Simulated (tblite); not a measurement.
Species: C₃H₁₁BSi.
Numbering: `[CH3:1][B:2]([CH3:3])[CH2:4][SiH3:5]` (hydrogens: H6, H7, H8 on C1; H9, H10, H11 on C3; H12, H13 on C4; H14, H15, H16 on Si5)

Computed with GFN2-xTB (tblite), gas phase: L-BFGS steps from a force-field or distance-geometry start until the largest atomic force falls under 0.01 eV/Å.

Step 10: E = -407.4309 eV
```
atom  x, y, z in Å  |  force x, y, z in eV/Å
C1     -1.4835    1.3922   -0.3354    0.129  -0.175   0.110
B2     -0.6162    0.0690   -0.1528   -0.069   0.004  -0.238
C3     -1.3661   -1.2742    0.2633    0.230   0.089  -0.027
C4      0.8769    0.0845   -0.6486    0.164  -0.168   0.112
Si5     2.2766   -0.1766    0.6369   -0.225   0.102   0.062
H6     -1.3683    2.0652    0.5111    0.038  -0.027   0.146
H7     -2.5422    1.1644   -0.4091   -0.100   0.091  -0.051
H8     -1.1879    1.9773   -1.2059   -0.043  -0.098  -0.016
H9     -2.2824   -1.0991    0.8230   -0.019   0.028  -0.049
H10    -0.7891   -2.0166    0.8195    0.107   0.218  -0.106
H11    -1.6492   -1.7591   -0.6753   -0.071   0.008   0.086
H12     1.1134    1.0146   -1.1733   -0.027  -0.111  -0.009
H13     1.0326   -0.7298   -1.3637   -0.120   0.061   0.024
H14     3.4266   -0.8107   -0.0125    0.032  -0.026  -0.032
H15     1.8458   -1.0194    1.7576   -0.003   0.007  -0.043
H16     2.7054    1.1273    1.1539   -0.024  -0.002   0.031
```

Step 11: E = -407.4418 eV
```
atom  x, y, z in Å  |  force x, y, z in eV/Å
C1     -1.4836    1.3922   -0.3366    0.018  -0.071   0.057
B2     -0.6216    0.0703   -0.1623    0.006  -0.030  -0.264
C3     -1.3609   -1.2722    0.2575    0.100   0.047  -0.019
C4      0.8747    0.0796   -0.6470    0.183  -0.106   0.066
Si5     2.2725   -0.1756    0.6396   -0.179   0.084   0.070
H6     -1.3640    2.0554    0.5155    0.070   0.012   0.168
H7     -2.5450    1.1840   -0.4117   -0.162  -0.018   0.002
H8     -1.2062    1.9868   -1.2051    0.082  -0.074  -0.035
H9     -2.2751   -1.1039    0.8201   -0.052   0.072   0.023
H10    -0.7747   -2.0022    0.8157    0.142   0.145  -0.083
H11    -1.6610   -1.7704   -0.6679    0.002   0.010   0.032
H12     1.1168    1.0043   -1.1777   -0.030  -0.055   0.002
H13     1.0371   -0.7320   -1.3617   -0.140  -0.006   0.020
H14     3.4259   -0.8101   -0.0052    0.023  -0.018  -0.042
H15     1.8511   -1.0242    1.7584   -0.025   0.008  -0.027
H16     2.7063    1.1268    1.1571   -0.040  -0.002   0.029
```

Step 12: E = -407.4490 eV
```
atom  x, y, z in Å  |  force x, y, z in eV/Å
C1     -1.4841    1.3914   -0.3366   -0.085   0.040   0.008
B2     -0.6252    0.0703   -0.1749    0.047  -0.039  -0.192
C3     -1.3561   -1.2693    0.2532   -0.036   0.008  -0.015
C4      0.8759    0.0750   -0.6448    0.104  -0.026  -0.006
Si5     2.2673   -0.1736    0.6426   -0.055   0.032   0.058
H6     -1.3597    2.0487    0.5212    0.083  -0.008   0.126
H7     -2.5491    1.1972   -0.4130   -0.135  -0.077   0.047
H8     -1.2172    1.9917   -1.2044    0.147  -0.054  -0.025
H9     -2.2704   -1.1062    0.8184   -0.029   0.102   0.054
H10    -0.7624   -1.9897    0.8113    0.170   0.087  -0.051
H11    -1.6687   -1.7778   -0.6616    0.044   0.000  -0.018
H12     1.1185    0.9959   -1.1806   -0.012  -0.009   0.005
H13     1.0375   -0.7338   -1.3598   -0.122  -0.078  -0.001
H14     3.4255   -0.8098   -0.0006   -0.024   0.011  -0.023
H15     1.8543   -1.0273    1.7585   -0.047  -0.001   0.001
H16     2.7061    1.1264    1.1599   -0.051   0.011   0.033
```

Question: Estimate the geometry and energy of step 13. (The exact step hangs on the optimiser's Hessian estimate; all steps are aligned on step 12, rigid shifts and turns removed.)

Answer: E = -407.4543 eV, largest force 0.176 eV/Å
```
atom  x, y, z in Å  |  force x, y, z in eV/Å
C1     -1.4858    1.3914   -0.3360   -0.121   0.090  -0.022
B2     -0.6269    0.0696   -0.1874    0.032  -0.020  -0.086
C3     -1.3534   -1.2669    0.2501   -0.103  -0.009  -0.013
C4      0.8785    0.0713   -0.6434   -0.006   0.031  -0.069
Si5     2.2630   -0.1718    0.6458    0.056  -0.018   0.037
H6     -1.3553    2.0439    0.5272    0.076  -0.047   0.056
H7     -2.5541    1.2043   -0.4130   -0.070  -0.091   0.075
H8     -1.2214    1.9933   -1.2042    0.154  -0.032   0.001
H9     -2.2676   -1.1056    0.8180    0.016   0.109   0.059
H10    -0.7510   -1.9794    0.8072    0.164   0.055  -0.031
H11    -1.6728   -1.7825   -0.6575    0.057  -0.017  -0.050
H12     1.1194    0.9900   -1.1823    0.015   0.022  -0.002
H13     1.0351   -0.7364   -1.3586   -0.086  -0.123  -0.018
H14     3.4246   -0.8093    0.0019   -0.065   0.037  -0.001
H15     1.8552   -1.0294    1.7585   -0.064  -0.011   0.026
H16     2.7048    1.1265    1.1624   -0.056   0.025   0.038
```

The energy changes by -0.0053 eV. The first-order estimate −F·Δx gives -0.0072 eV and the mean of the old and new forces, exact on a quadratic surface, -0.0053 eV. The step makes an angle of 58° with the force vector and moves no atom by more than 0.016 Å.

What follows is the cost of the whole relaxation. Time: 0.33 s of wall time. Hardware: one thread of an Arm Neoverse V2 (shared host).
